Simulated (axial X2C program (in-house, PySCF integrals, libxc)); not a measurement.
The numbers below are computed, except where a source is named.
SbN⁺: input and output

Program: an in-house relativistic program for diatomic molecules.

Input:
```json
{"zs": [51, 7], "q": 1, "bas": ["dyall-cv3z", "dyall-av3z"], "levels": ["PBE0", "HF", "B97-3"], "cc": true, "r0": 1.93, "thr": -1.0, "nmax": 90, "npts": 10, "nst": 2, "ntry": 6}
```
```bash
python so2c.py task.json out
```

Keys: zs atomic numbers; q charge; bas basis sets; levels methods; cc coupled cluster on or off; r0 starting distance in Å; thr threshold in hartree for freezing inner shells (an s shell follows its p shell); nmax most natural virtual spinors; npts points on the curve; nst determinants followed; ntry starts of the search. HF also brings MP2.

Output of the HF step, with spin–orbit coupling, at R = 1.940 Å for the state Ω = 3/2. It starts from PBE0 orbitals of this distance.

```
two-component X2C + atomic mean field  HF
basis functions 181  fitting functions 940  grid points 5077
iter        total energy     max residual
   1      -6529.379928159     4.06e-01
   2      -6529.413847410     2.23e-02
   3      -6529.421166227     1.64e-02
   4      -6529.425124298     1.16e-02
   5      -6529.427361998     5.31e-03
   6      -6529.428083426     7.57e-04
   7      -6529.428109506     5.62e-04
   8      -6529.428125843     4.57e-04
   9      -6529.428134639     3.39e-04
  10      -6529.428141318     1.60e-04
  11      -6529.428142342     9.55e-05
  12      -6529.428142785     6.14e-05
  13      -6529.428143110     3.17e-05
  14      -6529.428143199     1.52e-05
  15      -6529.428143216     5.74e-06
  16      -6529.428143217     3.65e-06
  17      -6529.428143217     1.79e-06
converged
one-electron -9142.70943323  Coulomb 2695.36174821  exact exchange -175.68211793  xc functional 0.00000000  nuclear repulsion 97.37951768  atomic mean-field constant -3.77785795
correlated 9  virtual 259  natural virtual 90  E(MP2) -0.205910454  MP2 remainder -0.006486489
iter   CCSD correlation   residual
   1     -0.217760880   1.26e-01
   2     -0.227040116   7.01e-02
   3     -0.231502176   4.76e-02
   4     -0.235027003   3.61e-02
   5     -0.237896094   2.12e-02
   6     -0.238457226   8.78e-03
   7     -0.238628932   4.16e-03
   8     -0.238664427   1.82e-03
   9     -0.238639809   8.41e-04
  10     -0.238652679   4.41e-04
  11     -0.238644990   2.71e-04
  12     -0.238651489   1.37e-04
  13     -0.238651690   6.89e-05
  14     -0.238653559   3.59e-05
  15     -0.238654128   1.65e-05
  16     -0.238654474   9.99e-06
  17     -0.238654749   5.56e-06
  18     -0.238654849   2.88e-06
  19     -0.238654863   1.59e-06
(T) -0.012550741  T1 0.1031  D1 0.2444  max T2 0.123
```
Energies are in hartree; totals compare only within one Hamiltonian and basis. T1 is large, a sign of multireference character or of a spin-contaminated reference. T1 in the output is the amplitude norm over the root of the electron number; divide by √2 for the Lee–Taylor value. The determinant is spin-polarised beyond a pure state at some levels (its spin-free form has ⟨S²⟩ too high), which makes Re and μ there less reliable.
